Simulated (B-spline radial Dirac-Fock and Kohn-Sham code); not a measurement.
# Binding energies of W⁶⁸⁺ at several levels of theory

System: tungsten as W⁶⁸⁺ in the configuration 1s2 2s2 2p2.

The density-functional columns are spherical, spin-unpolarised Dirac-Kohn-Sham results without Breit or QED terms: −ε is minus the orbital energy of the initial state and ΔSCF the difference of two total energies. The reference in the last column comes from Dirac-Fock ΔSCF + Breit + QED. All numbers are from a B-spline atomic structure program, in eV; a selection of levels is shown. For the 1s level of heavy atoms much of the gap between ΔSCF and the reference is the Breit and QED part, -312.5 eV here; for other levels the error of the functional can be larger.

```tsv
level	LDA −ε	LDA ΔSCF	Dirac-Fock
1s	76942.8	77569.8	77242.9
2s	18597.8	18752.6	18712.1
2p	17327.6	17503.5	17486.4
```

Values without a named source are computed, but for edge energies of neutral atoms, which are taken from tables.
